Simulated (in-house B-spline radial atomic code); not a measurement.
Spin-orbit splittings of orbital energies (j = l + 1/2 less j = l - 1/2) and ratios of mean radii (lower j over upper j) along the 5-electron series, configuration [He] 2s2 2p1. Computed with a B-spline radial code for spherical atoms: Dirac-Hartree-Fock, average of the configuration, finite nuclei.

```json
{"ion": "Sb46+", "Z": "51", "splitting of 2p (eV)": "286.25", "radius ratio of 2p": "0.95323"}
{"ion": "Te47+", "Z": "52", "splitting of 2p (eV)": "?", "radius ratio of 2p": "?"}
{"ion": "I48+", "Z": "53", "splitting of 2p (eV)": "338.37", "radius ratio of 2p": "0.9492"}
{"ion": "Xe49+", "Z": "54", "splitting of 2p (eV)": "?", "radius ratio of 2p": "?"}
{"ion": "Cs50+", "Z": "55", "splitting of 2p (eV)": "397.67", "radius ratio of 2p": "0.94499"}
{"ion": "Ba51+", "Z": "56", "splitting of 2p (eV)": "430.25", "radius ratio of 2p": "0.94281"}
{"ion": "La52+", "Z": "57", "splitting of 2p (eV)": "464.89", "radius ratio of 2p": "0.94058"}
{"ion": "Ce53+", "Z": "58", "splitting of 2p (eV)": "501.71", "radius ratio of 2p": "0.9383"}
{"ion": "Pr54+", "Z": "59", "splitting of 2p (eV)": "540.82", "radius ratio of 2p": "0.93597"}
```

Question: Fill in the row of Te47+.

Answer: splitting of 2p (eV): 311.46; radius ratio of 2p: 0.95124.

Question: Fill in the row of Xe49+.

Answer: splitting of 2p (eV): 367.08; radius ratio of 2p: 0.94712.

Question: With what power of Z does the column «splitting of 2p (eV)» change over this range?

Answer: A fit of the logarithm of its size against log Z from Z = 51 to 59 has slope 4.37. An unscreened hydrogenic electron would give 4 at low Z; screening makes the apparent power larger near the neutral end, and relativity raises it again at high Z.
